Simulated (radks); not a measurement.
Values are calculated unless marked as measured or tabulated.
Ne3+, configuration [He] 2s2 2p3 (the NIST ground configuration).

Code: a radial shooting solver on a logarithmic mesh with Libxc functionals. Model: non-relativistic Kohn-Sham, PBEsol, spin-polarised, spherical densities, point nucleus; open shells are filled with parallel spins first.

Energy parts (hartree):
total: -123.88650
kinetic: 123.67422
electron-nucleus: -280.74370
Hartree: 43.43173
exchange-correlation: -10.24875

Orbitals (lengths in bohr, moments of r in powers of bohr; r(max) is where P^2 peaks):
orbital  occ.  eigenvalue (hartree)  r(max)
1s up       1             -33.49180  0.1031
1s down     1             -33.35572  0.1029
2s up       1              -3.88859  0.6445
2s down     1              -3.58011  0.6545
2p up       3              -3.07220  0.5553
2p down     0              -2.73999  0.5716

The highest occupied level is 2p up at -83.599 eV. Spin moment in Bohr magnetons: 3. Summed over all electrons, <r^2> = 3.658 bohr^2, which gives a Langevin (diamagnetic) susceptibility term of -2.9 x 10^-6 cm^3/mol. For comparison, the ionisation energy in NIST's Atomic Spectra Database is 97.190 eV (semi-empirical). In exact Kohn-Sham theory the highest level is minus the ionisation energy, but local and semilocal functionals leave it too shallow, through self-interaction and a potential that decays too fast; potentials with the right tail come closer.
